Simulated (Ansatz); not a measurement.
Reaction (ligand exchange at the Al–N bond): `[NH2][AlH][SiH3]` + HBr → `[SiH3][AlH][Br]` + NH₃

Isolated molecules relaxed with PBE0-D4/def2-TZVP in Ansatz; ΔE leaves out vibrations. CCSD(T)/CBS is the MP2 limit (def2-TZVPP, def2-QZVPP) plus CCSD(T) − MP2 in def2-TZVPP, frozen cores. This one scheme is used for every species. Functionals use def2-TZVPP. For Br outer-core shells are correlated without core-valence functions, which leaves a few kJ/mol of doubt a bond. Scalar relativity is left out up to krypton. One conformer a species, not always the lowest.

`[NH2][AlH][SiH3]`:

```xyz
9

N    -0.607   -1.855   -0.330
Al    0.513   -0.711    0.420
Si    0.148    1.677    0.004
H    -1.385   -1.598   -0.916
H    -0.560   -2.857   -0.232
H     1.678   -1.314    1.311
H    -0.091    2.426    1.273
H    -1.027    1.922   -0.881
H     1.332    2.309   -0.649
```

HBr:

```xyz
2

Br   -0.048    0.435    0.559
H     0.048   -0.435   -0.559
```

`[SiH3][AlH][Br]`:

Cartesian coordinates in Å:
```
Si -1.014 0.314 0.324
Al 1.203 -0.224 -0.560
Br 2.478 -1.657 0.642
H -1.065 0.158 1.802
H -2.022 -0.608 -0.275
H -1.415 1.706 -0.024
H 1.833 0.311 -1.908
```

NH₃:

Cartesian coordinates in Å:
```
N -0.281 0.009 -0.025
H 0.105 0.917 0.204
H 0.012 -0.630 0.704
H 0.163 -0.295 -0.883
```

```json
{"level": "BLYP", "ΔE (eV)": "-0.64"}
{"level": "CCSD/def2-TZVPP", "ΔE (eV)": "-0.71"}
```

**Question.** What does CCSD(T)/CBS give? (Best estimate.)

**Answer.** Ansatz gave: -0.74 eV. The listed levels differ from it by 0.10, 0.03 eV.

Largest T1 diagnostic among the species: 0.013.

From BLYP to BHLYP (50 % exact exchange), in def2-TZVPP and without D4, ΔE moves by −0.10 eV. In def2-TZVPP, CCSD(T) changes the Hartree–Fock value by +0.13 eV (the triples alone add +0.01 eV) and MP2 by +0.10 eV.
